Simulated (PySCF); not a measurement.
Compound: C₃H₈O₃Si.
Z-matrix (Å and degrees, GFN2-xTB geometry), rows numbered from 1:
```
C 
O   1  1.4120
C   2  1.3967  1  114.46
C   3  1.5217  2  115.23  1   -70.02
O   4  1.1999  3  126.04  2     4.29
O   4  1.3243  3  111.28  2  -176.18
Si  6  1.6691  4  121.89  3   178.56
H   1  1.0878  2  105.89  3  -176.81
H   1  1.0923  2  111.67  3    64.07
H   1  1.0974  2  110.80  3   -58.09
H   3  1.0943  2  106.47  1   170.57
H   3  1.1035  2  111.63  1    52.85
H   7  1.4570  6  108.52  4   -62.94
H   7  1.4578  6  109.11  4    59.54
H   7  1.4554  6   97.31  4   178.29
```

PySCF, density fitting, gas phase, GFN2-xTB geometry. The standard run uses grid level 2 after a coarse-grid start, the def2-universal JK fitting basis (with tight functions added where the orbital basis needs them), an energy threshold of 1e-9 Eh and DIIS. Cycle counts include a coarse-grid stage where the run had one.

Task: Standard PBE0/pcSseg-1: E = -633.767674 Eh, HOMO -7.505 eV, LUMO -0.063 eV, dipole 2.146 D, 14 cycles (coarse-grid cycles included). What changes at PBE0/pcSseg-1 with: grid level 4?

Result: E = -633.767678 Eh (-0.004 mEh), HOMO -7.505 eV (0.000), LUMO -0.063 eV (0.000), dipole 2.146 D (0.000), 14 SCF cycles. The result matches the standard run within 0.02 mEh and 0.003 eV.

The cycles:
```
cycle   1  E = -633.5039885610  dE =  1.036e+00  |g| = 1.032e+00  |ddm| = 3.372e+00
cycle   2  E = -633.1107812142  dE =  3.932e-01  |g| = 1.795e+00  |ddm| = 1.937e+00
cycle   3  E = -633.6811487462  dE = -5.704e-01  |g| = 2.786e-01  |ddm| = 1.369e+00
cycle   4  E = -633.6939382915  dE = -1.279e-02  |g| = 9.947e-02  |ddm| = 2.351e-01
cycle   5  E = -633.6955705046  dE = -1.632e-03  |g| = 1.655e-02  |ddm| = 6.095e-02
cycle   6  E = -633.6956281833  dE = -5.768e-05  |g| = 4.628e-03  |ddm| = 1.620e-02
cycle   7  E = -633.6956327991  dE = -4.616e-06  |g| = 6.927e-04  |ddm| = 3.981e-03
cycle   8  E = -633.7676401546  dE = -1.013e-05  |g| = 1.466e-02  |ddm| = 2.012e-02
cycle   9  E = -633.7675806144  dE =  5.954e-05  |g| = 2.356e-02  |ddm| = 2.119e-02
cycle  10  E = -633.7676761181  dE = -9.550e-05  |g| = 2.838e-03  |ddm| = 1.415e-02
cycle  11  E = -633.7676775922  dE = -1.474e-06  |g| = 4.238e-04  |ddm| = 1.894e-03
cycle  12  E = -633.7676776236  dE = -3.134e-08  |g| = 1.082e-04  |ddm| = 3.598e-04
cycle  13  E = -633.7676776261  dE = -2.579e-09  |g| = 1.694e-05  |ddm| = 9.795e-05
cycle  14  E = -633.7676776262  dE = -5.866e-11  |g| = 3.570e-06  |ddm| = 1.846e-05
```
